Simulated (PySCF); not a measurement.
## Telling isomers of C4H11NO2Si2 apart by NMR

Fast rotation and ring inversion assumed for equivalent nuclei, no solvent model, relativity neglected, single conformer. Structure optimised with GFN2-xTB; shielding tensors at PBE0/pcSseg-1 (GIAO); PySCF 2.14.

Scale: 1H, 13C vs TMS (reference shieldings calculated alike). Where no couplings were computed, multiplicities follow the n + 1 count of equivalent neighbours, and m marks all less simple cases (inequivalent or close neighbours, rings, F or P nearby). Acid and N–H amide carbonyl carbons lie up to 10 ppm further downfield in solution (hydrogen bonding). Shifts are as computed. Against solution values, carbons near 30 ppm lie about +3 ppm off and those near 130 ppm about +5 ppm. Of 1211 compounds with measured shifts, 218 miss one by over three times the rms of a fit or turn the order of signals round; such compounds aren't used in these exercises. OH and NH positions are gas-phase values without hydrogen bonding to other molecules.

(1) Tabulate the signals of `CC(C)O[Si@@H](C#N)O[SiH3]`, `C=C[Si@@H](OC)[SiH2]C(N)=O`, `C=CO[SiH2]CC(=O)N[SiH3]` and their relative energies.

(2) What is the quickest way to tell CC(C)O[Si@@H](C#N)O[SiH3] from C=C[Si@@H](OC)[SiH2]C(N)=O?

(3) What is the quickest way to tell CC(C)O[Si@@H](C#N)O[SiH3] from C=CO[SiH2]CC(=O)N[SiH3]?

(4) What is the quickest way to tell C=C[Si@@H](OC)[SiH2]C(N)=O from C=CO[SiH2]CC(=O)N[SiH3]?

## Answers

(1) 
```json
{"SMILES": "CC(C)O[Si@@H](C#N)O[SiH3]", "carbon types": "1×C 1×CH 2×CH3", "δC": "127.9, 68.2, 27.8, 26.6", "δH": "5.22 (s, 3H), 4.68 (s, 1H), 4.28 (m, 1H), 1.57 (d, 3H), 1.33 (d, 3H)", "E rel. (kcal/mol)": "0.0"}
{"SMILES": "C=C[Si@@H](OC)[SiH2]C(N)=O", "carbon types": "1×C 1×CH 1×CH2 1×CH3", "δC": "185.7, 144.4, 141.5, 53.5", "δH": "6.56 (m, 1H), 6.55 (m, 1H), 6.19 (m, 1H), 5.65 (m, 1H), 5.17 (br s, 2H), 4.44 (m, 1H), 4.32 (m, 1H), 3.72 (s, 3H)", "E rel. (kcal/mol)": "57.5"}
{"SMILES": "C=CO[SiH2]CC(=O)N[SiH3]", "carbon types": "1×C 1×CH 2×CH2", "δC": "185.6, 156.9, 93.5, 23.3", "δH": "6.63 (m, 1H), 5.24 (t, 2H), 4.79 (br s, 1H), 4.47 (s, 3H), 4.38 (m, 1H), 4.34 (m, 1H), 2.27 (t, 2H)", "E rel. (kcal/mol)": "38.9"}
```

Energies are electronic energies at PBE0/pcSseg-1 on these geometries, without zero-point or thermal terms, each for the one conformer computed, which needn't be the lowest.

(2) Both give the same number of carbon signals, but DEPT or the intensities differ. The first has an sp3 CH bonded to O at 68.2 ppm, the second an alkene CH at 144.4 ppm. Their most deshielded carbons lie at 127.9 and 185.7 ppm. In the proton spectra the most deshielded non-exchanging signals are 5.22 (s, 3H) and 6.56 (m, 1H).

(3) Both give the same number of carbon signals, but DEPT or the intensities differ. The first has an sp3 CH bonded to O at 68.2 ppm, the second an alkene carbon bearing oxygen (CH) at 156.9 ppm. Their most deshielded carbons lie at 127.9 and 185.6 ppm. In the proton spectra the most deshielded non-exchanging signals are 5.22 (s, 3H) and 6.63 (m, 1H).

(4) Both give the same number of carbon signals, but DEPT or the intensities differ. The first has a methyl carbon bonded to O (CH3) at 53.5 ppm, the second an sp3 CH2 bonded to Si, α to a carbonyl at 23.3 ppm. Their most deshielded carbons lie at 185.7 and 185.6 ppm.
